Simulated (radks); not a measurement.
Numerical settings for neutral barium, [Xe] 6s2. All-electron calculation, Dirac Kohn-Sham, PBE, spin-unpolarised, spherical densities, finite nucleus; Fermi nuclear charge, rms radius 4.8378 fm. Program: a radial shooting solver on a logarithmic mesh with Libxc functionals. The defaults (mesh step 0.008 in ln r, mesh end at 40 bohr or more with all orbitals vanishing there, Anderson mixing 0.5 over 9 steps, residual threshold near 1e-9 with the energy settled to 1e-9 hartree or 1e-11 of itself, here a cap of 71 iterations) give E = -8138.9916 hartree and 6s1/2 at -3.229 eV in 14 iterations. Times are rough (one thread of a shared host). Changes against that run (0 stands for a change within the tolerance of the run):

| setting | iterations | converged | E (mhartree) | e(6s1/2) (meV) | CPU (s) |
|---|---|---|---|---|---|
| mesh step in ln r 0.2 | 4 | no | diverged | - | 0.01 |
| mesh step in ln r 0.05 | 14 | yes | +0.0809 | 0 | 0.03 |
| mesh step in ln r 0.005 | 14 | yes | 0 | 0 | 0.18 |
| mesh end (bohr) 12 | 13 | yes | +1.1 | +62.9 | 0.1 |
| mesh end (bohr) 400 | 14 | yes | 0 | 0 | 0.12 |
| residual threshold 1e-13 | 39 | yes | 0 | 0 | 0.22 |
| residual threshold 0.001 | 7 | yes | 0 | +0.805 | 0.08 |
| mixing 0.2 | 17 | yes | 0 | 0 | 0.14 |
| linear mixing, mixing 0.5 | 30 | yes | 0 | 0 | 0.2 |
| linear mixing, mixing 0.8 | 31 | yes | 0 | 0 | 0.22 |
| mixing history 20 | 19 | yes | 0 | 0 | 0.14 |
| iteration cap 8 | 8 | no | 0 | +0.0742 | 0.07 |

Settings that end as converged yet miss the energy by more than 1 mhartree: mesh end (bohr) 12 (+0.0011 hartree). A mesh that ends early acts as a hard wall.
